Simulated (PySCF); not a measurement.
Worked example: dipole moment from atomic charges

ClH5OSi2, SMILES O[Si@@H]([SiH3])Cl. Atoms are numbered in the order given.

```xyz
9

O      0.7029     1.7826    -0.2856
Si     0.0248     0.4607     0.4610
Si    -1.7514    -0.2506    -0.8827
Cl     1.4009    -1.1140     0.5690
H      1.4544     2.2080     0.1468
H     -0.3410     0.7695     1.8731
H     -1.2255    -0.5995    -2.2329
H     -2.3674    -1.4598    -0.2634
H     -2.7865     0.8169    -1.0071
```

Geometry optimised at B3LYP-D3(BJ)/def2-SVP. The structure was generated by enumeration; whether it is a known compound was not checked. Other conformers were not sampled.

Charges (e) from PBE/def2-TZVP run with PySCF:

```json
[
 {"atom": "O1", "IAO": "-0.763", "Mulliken": "-0.467"},
 {"atom": "Si2", "IAO": "0.856", "Mulliken": "0.424"},
 {"atom": "Si3", "IAO": "0.238", "Mulliken": "0.017"},
 {"atom": "Cl4", "IAO": "-0.328", "Mulliken": "-0.235"},
 {"atom": "H5", "IAO": "0.370", "Mulliken": "0.313"},
 {"atom": "H6", "IAO": "-0.134", "Mulliken": "-0.036"},
 {"atom": "H7", "IAO": "-0.074", "Mulliken": "0.000"},
 {"atom": "H8", "IAO": "-0.081", "Mulliken": "-0.006"},
 {"atom": "H9", "IAO": "-0.083", "Mulliken": "-0.010"}
]
```

The dipole moment of the full density is 1.35 D.

Problem. What dipole moment does each set of point charges give, and which comes closer to that of the density?

Solution. 
μ = Σ q r, and 1 e Å = 4.8032 D.
IAO: Σ q r = (-0.294, 0.149, 0.289) e Å, |μ| = 2.11 D.
Mulliken: Σ q r = (-0.167, 0.284, 0.170) e Å, |μ| = 1.78 D.
Mulliken comes closer in size. Point charges leave out the atoms' own dipoles (lone pairs, polarised bonds); fits to the potential absorb them, partitions of the density don't.
